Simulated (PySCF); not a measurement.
## Calculated data, B$_{2}$ClFH$_{3}$

Computed with PySCF 2.14.0. Calculation on a computer-drawn molecule: the log of a Hartree-Fock and frozen-core CCSD(T) single point meant for a local Hartree-Fock minimum, with one planted fault or none, to be diagnosed. Offsets are logged minus clean, where the clean run is the same molecule without the fault. The reference is restricted for singlets and unrestricted otherwise, and also for a bond in bohr or an excited solution. Adding or removing an electron swaps singlet and doublet. The excited solution moves the top pair (singlet) or top alpha electron (doublet) to the lowest empty orbital. Highest occupied and lowest empty are orbital energies over both spins, largest force is the largest gradient component, triples share is (T) over the correlation energy, the T1 limit is 0.02 restricted and 0.045 unrestricted, electrons count all cores, a negative frequency is imaginary (commonest isotopes), and the dipole is about the centre of nuclear charge.

```xyz
7
formula=B2ClFH3 meant_charge=-1 meant_multiplicity=1 meant_basis=aug-cc-pV(D+d)Z logged_electrons=40 logged_basis_functions=27 logged_SCF_converged=yes logged_spin_squared=0 logged_highest_occupied=-1.9443 logged_lowest_empty=13.341 logged_largest_force=0.048776 logged_T1_diagnostic=0.014606 logged_D1_diagnostic=0.065357 logged_triples_share=0.034006 logged_CC_converged=yes logged_dipole_magnitude=3.0046 logged_SCF_stable_within_its_kind=yes logged_energy_HF=-603.11204 logged_energy_CCSD(T)=-603.2433 possible_faults=no_fault,one_electron_removed,one_electron_added,multiplicity_raised_by_two,geometry_at_a_saddle_point,SCF_held_on_an_excited_solution,minimal_basis_STO-3G,one_bond_length_entered_in_bohr,all_coordinates_scaled
F     -1.2637    -0.1242    -1.4022
B     -1.2239     0.2755    -0.0859
B     -1.2914     1.9385     0.3051
Cl    -1.2147     2.1480     2.3202
H     -1.1396    -0.6887     0.6533
H     -0.3284     2.5574    -0.1296
H     -2.3450     2.4566    -0.0424
```

Units: logged_highest_occupied, logged_lowest_empty in eV; logged_largest_force in hartree/bohr; logged_dipole_magnitude in debye; logged_energy_HF, logged_energy_CCSD(T) in hartree.

Drawn bonds:
```tsv
atom	other atom	order
1	2	1
2	3	1
3	4	1
2	5	1
3	6	1
3	7	1
```

Questions
1. Give the missing planted fault for B$_{2}$ClFH$_{3}$.

Calculated values
1. minimal basis STO-3G

Further results for B$_{2}$ClFH$_{3}$:

* HF energy offset from clean run: 4434 kcal/mol
* CCSD(T) energy offset from clean run: 4736 kcal/mol
